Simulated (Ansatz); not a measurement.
Predict a relaxed structure of Si(OH)2Cl2 (SiCl2O2H2), charge 0, singlet, at r2SCAN-D4/def2-SVP (Ansatz).


Cartesian coordinates in Å:
```
Si 0.003 -0.024 0.105
O -1.327 0.297 -0.788
H -2.101 0.634 -0.324
O 1.278 0.097 -0.910
H 2.072 -0.400 -0.685
Cl -0.050 -1.911 0.930
Cl 0.125 1.308 1.672
```
Point group C2 (tolerance 0.1 Å). This is one stationary point.
